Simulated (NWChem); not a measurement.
Program: NWChem. System: H3GaS, charge 1, spin multiplicity 2, at the geometry of a parent with another charge or spin, in a state set for the comparison that need not be this species' ground state. Its SCF solution wasn't tested for a lower state.

Input file:

```
start mol
memory heap 200 mb stack 900 mb global 1100 mb
charge 1
geometry units angstroms nocenter noautoz noautosym
  Ga     0.488030     0.542538     0.000000
  H     -0.088156     2.002667     0.000000
  H      1.999277     0.110561     0.000000
  S     -1.055073    -1.053258     0.000000
  H     -0.158864    -2.079790     0.000000
end
basis spherical
  * library sto-3g
end
dft
  xc pbe0
  odft
  mult 2
  semidirect memsize 60000000 filesize 0
  iterations 100
end
task dft energy
```

The output up to the point where the run's verdict is printed (cleaned and shortened):

```
             Northwest Computational Chemistry Package (NWChem) 7.3.0
             --------------------------------------------------------

                                NWChem Input Module
                                -------------------

 Scaling coordinates for geometry "geometry" by  1.889725989
 (inverse scale =  0.529177249)

                             Geometry "geometry" -> ""
                             -------------------------

 Output coordinates in angstroms (scale by  1.889725989 to convert to a.u.)

  No.       Tag          Charge          X              Y              Z
 ---- ---------------- ---------- -------------- -------------- --------------
    1 Ga                  31.0000     0.48803000     0.54253800     0.00000000
    2 H                    1.0000    -0.08815600     2.00266700     0.00000000
    3 H                    1.0000     1.99927700     0.11056100     0.00000000
    4 S                   16.0000    -1.05507300    -1.05325800     0.00000000
    5 H                    1.0000    -0.15886400    -2.07979000     0.00000000

 Effective nuclear repulsion energy (a.u.)     157.1345975834

            Nuclear Dipole moment (a.u.)
            ----------------------------
        X                 Y               Z
 ---------------- ---------------- ----------------
     0.0000359048    -0.0000226767     0.0000000000


 Summary of "ao basis" -> "" (spherical)
 ------------------------------------------------------------------------------
       Tag                 Description            Shells   Functions and Types
 ---------------- ------------------------------  ------  ---------------------
 *                           sto-3g                   on all atoms

                                 NWChem DFT Module
                                 -----------------

 Summary of "ao basis" -> "ao basis" (spherical)
 ------------------------------------------------------------------------------
       Tag                 Description            Shells   Functions and Types
 ---------------- ------------------------------  ------  ---------------------
[...]
 d= 0,ls=0.5,diis    75  -2297.2567437546 -1.22D-05  1.25D-05  1.65D-05    15.4
                                                     5.28D-04  2.57D-05
 d= 0,ls=0.5,diis    76  -2297.2567492337 -5.48D-06  1.61D-05  1.53D-05    15.6
                                                     6.31D-04  2.79D-05
 d= 0,ls=0.5,diis    77  -2297.2567559712 -6.74D-06  1.07D-05  1.55D-05    15.8
                                                     4.80D-04  2.86D-05
 d= 0,ls=0.5,diis    78  -2297.2567575041 -1.53D-06  5.96D-06  1.73D-05    16.1
                                                     2.23D-04  3.23D-05
 d= 0,ls=0.5,diis    79  -2297.2567590570 -1.55D-06  6.53D-06  1.70D-05    16.3
                                                     2.01D-04  3.26D-05
 d= 0,ls=0.5,diis    80  -2297.2567593563 -2.99D-07  6.68D-06  1.74D-05    16.5
                                                     2.30D-04  3.39D-05
 d= 0,ls=0.5,diis    81  -2297.2567577492  1.61D-06  3.69D-05  1.95D-05    16.7
                                                     6.92D-04  3.76D-05
 d= 0,ls=0.5,diis    82  -2297.2567428913  1.49D-05  4.26D-05  3.31D-05    16.9
                                                     9.52D-04  6.00D-05
 d= 0,ls=0.5,diis    83  -2297.2567094411  3.35D-05  4.28D-05  5.73D-05    17.1
                                                     4.03D-04  1.01D-04
 d= 0,ls=0.5,diis    84  -2297.2567114656 -2.02D-06  1.92D-05  5.22D-05    17.3
                                                     2.27D-04  9.62D-05
 d= 0,ls=0.5,diis    85  -2297.2567308376 -1.94D-05  2.75D-05  4.00D-05    17.5
                                                     5.52D-04  7.43D-05
 d= 0,ls=0.5,diis    86  -2297.2567454142 -1.46D-05  5.57D-06  2.99D-05    17.7
                                                     1.39D-04  5.49D-05
 d= 0,ls=0.5,diis    87  -2297.2567536649 -8.25D-06  2.12D-05  2.43D-05    17.9
                                                     4.46D-04  4.54D-05
 d= 0,ls=0.5,diis    88  -2297.2567614406 -7.78D-06  2.80D-05  1.74D-05    18.1
                                                     6.38D-04  3.29D-05
 d= 0,ls=0.5,diis    89  -2297.2567648228 -3.38D-06  1.23D-05  1.19D-05    18.4
                                                     4.14D-04  2.26D-05
 d= 0,ls=0.5,diis    90  -2297.2567661163 -1.29D-06  2.28D-05  8.29D-06    18.5
                                                     6.15D-04  1.66D-05
 d= 0,ls=0.5,diis    91  -2297.2567639616  2.15D-06  1.57D-05  5.63D-06    18.7
                                                     5.37D-04  1.10D-05
 d= 0,ls=0.5,diis    92  -2297.2567611163  2.85D-06  1.70D-05  3.43D-06    18.9
                                                     4.52D-04  6.72D-06
 d= 0,ls=0.5,diis    93  -2297.2567569545  4.16D-06  8.75D-06  2.52D-06    19.1
                                                     3.01D-04  4.67D-06
 d= 0,ls=0.5,diis    94  -2297.2567538362  3.12D-06  5.02D-06  1.62D-06    19.3
                                                     2.07D-04  3.19D-06
 d= 0,ls=0.5,diis    95  -2297.2567514408  2.40D-06  3.98D-06  1.04D-06    19.5
                                                     9.67D-05  2.24D-06
 d= 0,ls=0.5,diis    96  -2297.2567507617  6.79D-07  6.30D-06  5.46D-07    19.7
                                                     4.97D-05  1.39D-06
 d= 0,ls=0.5,diis    97  -2297.2567520151 -1.25D-06  1.53D-05  2.32D-07    20.0
                                                     2.80D-04  8.26D-07
 d= 0,ls=0.5,diis    98  -2297.2567568527 -4.84D-06  7.93D-06  2.25D-07    20.1
                                                     2.14D-04  6.27D-07
 d= 0,ls=0.5,diis    99  -2297.2567603751 -3.52D-06  9.63D-06  1.44D-07    20.3
                                                     2.53D-04  4.96D-07
 d= 0,ls=0.5,diis   100  -2297.2567643613 -3.99D-06  1.54D-05  1.27D-07    20.5
                                                     3.90D-04  3.91D-07
```

Convergence was not reached. The next line reads: Calculation failed to converge. NWChem stopped with the message: dft energy failed.
